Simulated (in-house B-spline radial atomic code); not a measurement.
The numbers below are computed, except where a source is named.
**Correlation energy from the adiabatic connection: −Z exp(−kr)/r, Z = 2.73, k = 0.12**

Two electrons in a singlet, external potential −Z exp(−kr)/r, Z = 2.73, k = 0.12 (atomic units). Full CI in B-splines (partial waves to l = 8, correlation up to 0.6 % small) with the density held fixed gives W(λ) = <V_ee>_λ − U, and E_c is the integral of W(λ) − W(0) from 0 to 1.

| λ | W(λ) − W(0) (hartree) |
| --- | --- |
| 0 | 0.00000 |
| 0.02 | -0.00190 |
| 0.05 | -0.00472 |
| 0.12 | -0.01120 |
| 0.25 | -0.02288 |
| 0.4 | -0.03580 |
| 0.6 | -0.05216 |
| 0.8 | -0.06761 |
| 1 | -0.08222 |

**Question.** Integrate the table by the trapezoid rule.

**Answer.** The strips give -0.00002, -0.00010, -0.00056, -0.00222, -0.00440, -0.00880, -0.01198, -0.01498, which sum to -0.04305 hartree. The direct value, W(1) − W(0) + T_c with T_c = 0.03911, is -0.04310; the curve is convex, so chords lie above it and the trapezoids fall short in size by 0.13 %.

**Question.** Now use only three numbers: W(0) = -1.4781, the initial slope W'(0) = -0.09509 (extrapolated from the first points) and the strong-coupling limit of the point-charge-plus-continuum model, W∞ = -2.105. What do second-order theory and the interpolation W(λ) = W∞ + (W(0) − W∞)/√(1 + 2χλ) of Seidl, Perdew and Levy give?

**Answer.** Second order keeps the slope alone: E_c = W'(0)/2 = -0.04754, +10 % in size against -0.04310. Matching the slope fixes χ = W'(0)/(W∞ − W(0)) = -0.09509/(-0.62690) = 0.15168. Integrating, with s = √(1 + 2χ) = 1.141650, E_c = −(W(0) − W∞)(s − 1)/(s + 1) = −0.62690 × 0.141650/2.141650 = -0.04146 hartree, -3.8 % in size against the full result. At λ = 1 the formula gives W − W(0) = -0.07778 against -0.08222. Part of the miss can come from the model's W∞.
